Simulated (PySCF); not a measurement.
Ligand exchange on a metal centre used in film growth or etching (Ta OH-NH2). Gas-phase values, no solvent. One relaxed conformer stands for each flexible species; it need not be the lowest.

The numbers are results of TPSSh-D3(BJ)/def2-TZVP // BP86-D3(BJ)/def2-SVP (PySCF 2.14.0), not measurements. All candidates: neutral, multiplicity 1. 

| Item | Value |
|---|---|
| HOMO–LUMO gap | 4.98 eV |
| HOMO | -6.10 eV |
| LUMO | -1.11 eV |

Q: Identify which member has these values.
(A) [Ta(OH)3(NH2)2]
(B) [Ta(OH)5]
(C) [Ta(OH)(NH2)4]
(D) [Ta(OH)2(NH2)3]

A: A, [Ta(OH)3(NH2)2]. The others give [Ta(OH)5]: 6.25 eV, -7.65 eV, -1.40 eV; [Ta(OH)2(NH2)3]: 5.17 eV, -5.99 eV, -0.82 eV; [Ta(OH)(NH2)4]: 4.73 eV, -5.72 eV, -0.99 eV
